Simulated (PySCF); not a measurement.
Spinor energies of Ag²⁺ (silver, charge +2)

Start: [Kr] 4d9; 4d3/2 filled at m_j = -1/2, +1/2, +3/2; 4d5/2 filled at m_j = -5/2, -3/2, -1/2, +1/2, +3/2, +5/2. Calculated with PySCF 2.14 in x2c-QZVPPall-2c (13s12p9d4f2g, 140 functions): generalised Hartree-Fock with the X2C-1e Hamiltonian and a Gaussian nucleus; one run each with spin-orbit coupling (SO) screened by Boettger's factors, then bare. This is a chosen level, not necessarily the ground level.

| spinor shell | electrons | ε, screened SO (eV) | ε, bare SO (eV) | weight of nominal j (bare SO) | rms radius, bare SO (bohr) |
| --- | --- | --- | --- | --- | --- |
| 1s1/2 | 2 | -25667.3 | -25667.1 | 1.000 | 0.0357 |
| 2s1/2 | 2 | -3884.7 | -3884.7 | 1.000 | 0.146 |
| 2p1/2 | 2 | -3601.6 | -3607.4 | 1.000 | 0.127 |
| 2p3/2 | 4 | -3424.4 | -3421.9 | 1.000 | 0.132 |
| 3s1/2 | 2 | -767.92 | -767.92 | 1.000 | 0.392 |
| 3p1/2 | 2 | -653.77 | -654.83 | 1.000 | 0.386 |
| 3p3/2 | 4 | -621.42 | -620.99 | 1.000 | 0.398 |
| 3d3/2 | 4 | -420.75 | -421.81 | 1.000 | 0.373 |
| 3d5/2 | 6 | -414.70 | -414.02 | 1.000 | 0.377 |
| 4s1/2 | 2 | -138.94 | -138.95 | 1.000 | 0.976 |
| 4p1/2 | 2 | -99.950 | -100.14 | 0.956 | 1.05 |
| 4p3/2 | 4 | -95.747 | -95.684 | 0.978 | 1.08 |
| 4d3/2 | 3 | -36.656 | -36.755 | 0.868 | 1.40 |
| 4d5/2 | 6 | -35.862 | -35.808 | 0.934 | 1.42 |

```json
{"quantity": "E (hartree)", "screened SO": "-5312.41195", "bare SO": "-5312.50592"}
{"quantity": "M_J", "screened SO": "3/2", "bare SO": "3/2"}
{"quantity": "⟨J²⟩", "screened SO": "3.754", "bare SO": "3.754"}
{"quantity": "⟨L²⟩", "screened SO": "6.023", "bare SO": "6.025"}
{"quantity": "⟨S²⟩", "screened SO": "0.767", "bare SO": "0.769"}
```

Each row is a mean over spinors that exchange with the open shell spreads, by up to 4.427 eV (4p1/2).

Rows whose weight is well below 1 are mixtures of j = l ± 1/2: exchange outweighs spin-orbit coupling there, and the label is only the starting occupation.

Breit and QED terms are absent; they matter most for the inner s and p1/2 levels.

Densities and radii are taken from the X2C orbitals without a picture-change correction, which distorts them close to the nucleus.
